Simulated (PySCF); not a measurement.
A run with a changed setting

The sound run of Er(SH)3 (singlet in the valence; each metal's 4f electrons, 11 of them, lie in its core potential, out of spins and levels) uses PySCF 2.14.0, RKS PBE0, Er lcecp-1-SVP with ECP57, S def2-SVP, H def2-SVP; non-relativistic Hamiltonian with scalar-relativistic core potentials where named; density fitting; no spin-orbit coupling, grid (50, 194), threshold 1e-8 and 55 cycles at the relaxed geometry. This run, with dm0 from free metal ions and neutral atoms, differs:

```python
mol = gto.M(atom='''
Er    -0.00000    -0.00000     0.85756
S      2.51691    -0.42363     0.90057
H      2.83520     0.89284     0.94332
S     -0.89158     2.39153     0.90057
H     -2.19082     2.00894     0.94332
S     -1.62533    -1.96789     0.90057
H     -0.64438    -2.90177     0.94332''',
    basis={'Er': 'lcecp-1-SVP', 'S': 'def2-SVP', 'H': 'def2-SVP'},
    ecp={'Er': 'lcecp-1-SVP'},
    charge=0, spin=0)
mf = dft.RKS(mol, xc='PBE0')
mf.grids.atom_grid = (50, 194)  # f atoms: unpruned, at least (60, 302)
mf = mf.density_fit()  # fitting sets: Er AutoAux, S def2-universal-JKFIT, H def2-universal-JKFIT
mf.conv_tol = 1e-08; mf.max_cycle = 5
mf.kernel(dm0)
```

Question: What was changed, and how did it end?

Answer: The cycle limit was cut. The SCF did not converge. It was all but converged: the last energy is already the sound run's, only the stopping test failed.
```
init E= -1247.83786349807
cycle= 1 E= -1233.87873207903  delta_E=   14  |g|= 0.764  |ddm|= 3.14
cycle= 2 E= -1233.85628429148  delta_E= 0.0224  |g|= 0.598  |ddm|= 1.71
cycle= 3 E= -1233.96113260235  delta_E= -0.105  |g|= 0.223  |ddm|= 1.21
cycle= 4 E= -1233.97966664164  delta_E= -0.0185  |g|= 0.0219  |ddm|= 0.374
cycle= 5 E= -1233.97983565214  delta_E= -0.000169  |g|= 0.00373  |ddm|= 0.0433
SCF not converged.
```

Run from Python with OMP_NUM_THREADS=2; the lines above give its settings.
It took 1.2 s on 2 threads of Arm Neoverse V1, with other jobs on the host.

An lcecp potential fixes the number of 4f electrons, so in runs with it no electron can move into or out of that shell.
